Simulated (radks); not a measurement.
Species: Zn I. Configuration: [Ar] 3d10 4s1 6p1 (not the ground configuration). Calculated with a radial shooting solver on a logarithmic mesh with Libxc functionals: scalar-relativistic Kohn-Sham, PBEsol, spin-polarised, spherical densities, finite nucleus; open shells are filled with parallel spins first; Fermi nuclear charge, rms radius 3.9283 fm.

X-ray form factor f0, the Fourier transform of the density (f0(0) = 30):

sin(theta)/lambda (1/angstrom)  f0 (electrons)
0.05                                    28.653
0.1                                     27.495
0.15                                    25.979
0.2                                     24.231
0.25                                    22.433
0.3                                     20.665
0.4                                     17.375
0.5                                     14.545
0.6                                     12.248
0.8                                      9.140
1                                        7.437
1.25                                     6.268
1.5                                      5.461
2                                        4.050
